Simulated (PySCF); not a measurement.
How methods differ on the ionisation energy of Yb(3+)

Yb(3+) [Xe] 4f13 [4f5/2^6 4f7/2^7, M_J = 7/2] → Yb(4+) [Xe] 4f12 [4f5/2^6 4f7/2^6, M_J = 6], as a difference of total energies. Computed with PySCF 2.14 in x2c-TZVPall-2c (11s11p10d4f1g, 131 functions), with the two-component X2C-1e Hamiltonian. Correlated levels: [Ar] 3d10 frozen; the 18 highest virtual spinors dropped. "Screened" scales the spin-orbit matrix elements by Boettger's factors to mimic the two-electron term; Breit and QED terms are absent.

```csv
method,ionisation energy (eV),difference from reference (eV)
GHF (spin-free),39.893,-3.717
GMP2 (spin-free),44.544,+0.934
GHF (screened spin-orbit),39.343,-4.267
GMP2 (screened spin-orbit),43.997,+0.387
```

Reference: 43.61 ± 0.04 eV (semi-empirical (NIST evaluation); NIST Atomic Spectra Database, ionization energies).

The spin-free rows relax to the high-spin LS determinant and lack the spin-orbit shift.

The labels give the starting determinants; with spin-orbit coupling the two ends relaxed to ⟨J²⟩ = 15.76, ⟨L²⟩ = 12.11, ⟨S²⟩ = 0.85 and ⟨J²⟩ = 42.01, ⟨L²⟩ = 30.20, ⟨S²⟩ = 2.08.
